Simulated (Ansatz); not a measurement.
C2H4InNO, SMILES `C[O][InH][C]#N`. Total charge 0; spin multiplicity 1. In takes the def2 core potential.

Cartesian coordinates in Å:
```
C 0.583 -1.228 -0.708
O -0.765 -0.909 -0.460
In -1.350 0.718 0.467
C 0.356 1.861 1.007
N 1.286 2.479 1.298
H 1.290 -0.479 -0.328
H 0.827 -2.187 -0.239
H 0.747 -1.327 -1.786
H -2.974 1.072 0.748
```

Q: What are the harmonic wavenumbers in cm⁻¹ at PBE0-D4/def2-TZVP (Ansatz, finite differences of forces, unscaled)? (An estimate is asked.)

A: Computed: 74, 85, 115, 202, 203, 279, 380, 415, 468, 557, 1116, 1173, 1199, 1478, 1489, 1499, 1941, 2307, 2996, 3061, 3073.

Q: Is this a minimum?

A: Yes, all 21 modes are real.

Q: Give the ideal-gas thermochemistry at 298.15 K and 1 bar (rigid rotor, harmonic oscillator; point group Cs, symmetry number 1).

A: Zero-point energy 144.2 kJ/mol; H(298) − E = 167.1 kJ/mol; entropy 373.4 J/(mol·K), of which translation 173.1, rotation 115.9, vibration 84.4; G(298) − E = 55.8 kJ/mol. Modes under 100 cm⁻¹ are hindered rotations or soft bends, so the harmonic entropy is rough.

Q: And at 400, 500, 600, 800 and 1000 K?

A: 
| T (K) | H − E (kJ/mol) | S (J/mol/K) | G − E (kJ/mol) |
| --- | --- | --- | --- |
| 400 | 178.6 | 406.6 | 16.0 |
| 500 | 191.1 | 434.3 | -26.1 |
| 600 | 204.6 | 458.8 | -70.7 |
| 800 | 234.0 | 501.1 | -166.9 |
| 1000 | 266.2 | 536.9 | -270.8 |
